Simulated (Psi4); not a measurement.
ClTl, charge +1, doublet, at the geometry of the source list (a state made from the parent by changing its charge; the spin is typed, not shown lowest) (core potentials on Tl), atoms displaced at random by about 0.03 Å a coordinate; R2SCAN/def2-SVP, gradient in Psi4 1.11.

Here is a job for Psi4.
```
memory 2 GB

molecule mol {
1 2
  Tl   -0.783198   -0.770373   -0.753352
  Cl    0.813705    0.738257    0.740027
symmetry c1
no_reorient
no_com
}

set basis def2-svp
set reference uks

gradient('r2scan')
print_variables()
```

Output, abridged:

```
gradient() will perform analytic gradient computation.

   => Loading Basis Set <=

    Name: DEF2-SVP
    Role: ORBITAL
    Keyword: BASIS

    !!!  WARNING: ECP capability is in beta. Please check occupations closely.  !!!

         ---------------------------------------------------------
                                   SCF
               by Justin Turney, Rob Parrish, Andy Simmonett
                          and Daniel G. A. Smith
                              UKS Reference
         ---------------------------------------------------------

  ==> Geometry <==

    Molecular point group: c1
    Full point group: C1

    Geometry (in Angstrom), charge = 1, multiplicity = 2:

       Center              X                  Y                   Z               Mass
    ------------   -----------------  -----------------  -----------------  -----------------
         TL          -0.783198000000    -0.770373000000    -0.753352000000   204.974427800000
         CL           0.813705000000     0.738257000000     0.740027000000    34.968852682000

  Running in c1 symmetry.

  Rotational constants: A =    271.76053  B =      0.03966  C =      0.03966 [cm^-1]
  Rotational constants: A = 8147175.82664  B =   1189.09951  C =   1188.92599 [MHz]
  Nuclear repulsion =   71.118491846246016

  Charge       = 1
  Multiplicity = 2
  Electrons    = 37
  Nalpha       = 19
  Nbeta        = 18

  ==> Algorithm <==

  SCF Algorithm Type is DF.
  DIIS enabled.
  MOM disabled.
  Fractional occupation disabled.
  Guess Type is SAD.
  Energy threshold   = 1.00e-08
  Density threshold  = 1.00e-08
  Integral threshold = 1.00e-12

  ==> Primary Basis <==

  Basis Set: DEF2-SVP
    Blend: DEF2-SVP
    Number of shells: 18
    Number of basis functions: 44
    Number of Cartesian functions: 47
    Spherical Harmonics?: true
    Max angular momentum: 2

  Core potential: DEF2-SVP
    Number of shells: 4
    Number of ECP primitives: 26
    Number of ECP core electrons: 60
    Max angular momentum: 3

  ==> DFT Potential <==

   => LibXC <=

    Version 7.1.2
    S. Lehtola, C. Steigemann, M. J. T. Oliveira, and M. A. L. Marques,  SoftwareX 7, 1–5 (2018) (10.1016/j.softx.2017.11.002)

   => Composite Functional: R2SCAN <=

    r2SCAN Meta-GGA XC Functional  (0.1021/acs.jpclett.0c02405)
    J. W. Furness, A. D. Kaplan, J. Ning, J. P. Perdew, J. Sun  J. Phys. Chem. Lett.  11, 8208–8215, 2020

    Deriv               =              1
    GGA                 =           TRUE
[...]
  @DF-UKS Final Energy:  -632.34149247986079
    Total Energy =                       -632.3414924798607899
[...]

  ==> DFJKGrad: Density-Fitted SCF Gradients <==

    Gradient:                    1
    J tasked:                  Yes
    K tasked:                   No
    wK tasked:                  No
    Integrals threads:           1
    Schwarz Cutoff:          1E-12
    Fitting Condition:       1E-10

   => Auxiliary Basis Set <=

  Basis Set: (DEF2-SVP AUX)
    Blend: DEF2-UNIVERSAL-JKFIT
    Number of shells: 91
    Number of basis functions: 379
    Number of Cartesian functions: 516
    Spherical Harmonics?: true
    Max angular momentum: 6

  ==> DFT Potential <==

   => LibXC <=

    Version 7.1.2
    S. Lehtola, C. Steigemann, M. J. T. Oliveira, and M. A. L. Marques,  SoftwareX 7, 1–5 (2018) (10.1016/j.softx.2017.11.002)

   => Composite Functional: R2SCAN <=

    r2SCAN Meta-GGA XC Functional  (0.1021/acs.jpclett.0c02405)
    J. W. Furness, A. D. Kaplan, J. Ning, J. P. Perdew, J. Sun  J. Phys. Chem. Lett.  11, 8208–8215, 2020

    Deriv               =              1
    GGA                 =           TRUE
    Meta                =           TRUE

    Exchange Hybrid     =          FALSE
    MP2 Hybrid          =          FALSE

   => Exchange Functionals <=

    1.0000   XC_MGGA_X_R2SCAN

   => Correlation Functionals <=

    1.0000   XC_MGGA_C_R2SCAN

   => LibXC Density Thresholds  <==

    XC_MGGA_C_R2SCAN:  1.00E-15
    XC_MGGA_X_R2SCAN:  1.00E-11

   => Molecular Quadrature <=

    Radial Scheme          =       TREUTLER
    Pruning Scheme         =           NONE
    Nuclear Scheme         =       TREUTLER

    Blocking Scheme        =         OCTREE
    BS radius alpha        =              1
    Pruning alpha          =              1
    Radial Points          =             75
    Spherical Points       =            302
    Total Points           =          41601
    Total Blocks           =            407
    Max Points             =            255
    Max Functions          =             44
    Weights Tolerance      =       1.00E-15

  -Total Gradient:
     Atom            X                  Y                   Z
    ------   -----------------  -----------------  -----------------
       1       -0.001148169010    -0.001084700594    -0.001073735420
       2        0.001279381736     0.001208661074     0.001196442045

  Variable Map:
  ----------------------------------------------------------------------------
[...]
  Array Variable Map:
  ----------------------------------------------------------------------------
[...]
[...]
```
